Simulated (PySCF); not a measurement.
Stepwise substitution at one centre (Ge F-H). Gas-phase values, no solvent. Strings in code marks are SMILES.

All values below come from r2SCAN-D4/def2-TZVP in PySCF. 

```json
[
 {"species": "0 of 4 F replaced by H (`[F][Ge]([F])([F])[F]`)", "S1 oscillator strength": "0.000", "HOMO–LUMO gap (eV)": "?"},
 {"species": "1 of 4 F replaced by H", "S1 oscillator strength": "0.000", "HOMO–LUMO gap (eV)": "8.89"},
 {"species": "2 of 4 F replaced by H", "S1 oscillator strength": "0.000", "HOMO–LUMO gap (eV)": "8.36"},
 {"species": "3 of 4 F replaced by H (`[F][GeH3]`)", "S1 oscillator strength": "0.000", "HOMO–LUMO gap (eV)": "?"},
 {"species": "4 of 4 F replaced by H (`[GeH4]`)", "S1 oscillator strength": "–", "HOMO–LUMO gap (eV)": "9.48"}
]
```

Some entries are withheld; supply them.


- 0 of 4 F replaced by H (`[F][Ge]([F])([F])[F]`), HOMO–LUMO gap (eV): 8.52
- 3 of 4 F replaced by H (`[F][GeH3]`), HOMO–LUMO gap (eV): 7.91
